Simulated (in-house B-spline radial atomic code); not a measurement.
Results of a calculation; reference values are marked as such.
## Zn ion on Hf atom: potential, deflection and energy transfer

The pair potential comes from two frozen, spherical free-atom densities (PBE, B-spline radial code, scalar-relativistic past argon): electrostatics plus the change in Thomas-Fermi kinetic and Dirac exchange energy where they overlap, the recipe behind the universal ZBL potential, which averages such potentials (from solid-state densities) over many pairs. It is written V = (Z1 Z2 e²/r) φ(r/a), with e² = 14.3996 eV·Å and a = 0.46850 Å/(Z1^0.23 + Z2^0.23); ZBL's fit is φ = 0.18175 e^(−3.1998x) + 0.50986 e^(−0.94229x) + 0.28022 e^(−0.4029x) + 0.02817 e^(−0.20162x). Where φ falls below 4e-4 it is continued as an exponential.

Masses 65.38 and 178.49 u.

```
x = r/a  φ, this pair    φ, ZBL
    0.1        0.8836    0.8928
    0.5        0.6052    0.6096
    1.5        0.2964    0.2995
      3        0.1278    0.1292
      5        0.0506   0.05224
      8       0.01576   0.01705
     12      0.004262   0.00474
     17      0.001122  0.001212
```

Task: At x = 5 the electrostatic, kinetic and exchange parts are -509.24, 4012.54 and -237.58 eV. Find r, V and φ.

Result: a = 0.46850/(2.1864 + 2.6742) = 0.09639 Å, so r = 0.48194 Å. V = -509.24 + 4012.54 + (-237.58) = 3265.72 eV. The bare repulsion is 30 × 72 × 14.3996/0.48194 = 64538 eV, so φ = 0.0506, -3.1 % against ZBL's 0.0522. The kinetic (Pauli) term is 123 % of V here, as the other two terms together attract.

Task: The ion comes in at 4.409 keV with impact parameter 0.1928 Å. The scattering integral gives a centre-of-mass angle of 119.6° and a closest approach of 5.274 a. What are the reduced energy, the energy passed on and the laboratory angles?

Result: ε = E a M2/(Z1 Z2 e² (M1 + M2)) = 4409 × 2.2681e-06 = 0.01. The most that one collision can pass on is γE with γ = 4 M1 M2/(M1 + M2)² = 0.7849. Here T = γE sin²(θ/2) = 0.7849 × 4409 × 0.7466 = 2584 eV. The ion turns by arctan(sin θ/(cos θ + M1/M2)) = 98.3° (second quadrant: it bounces back), and the struck atom leaves at (180° − θ)/2 = 30.2°. The closest approach is 0.508 Å. With ZBL the angle would be 119.98° and T = 2595 eV.
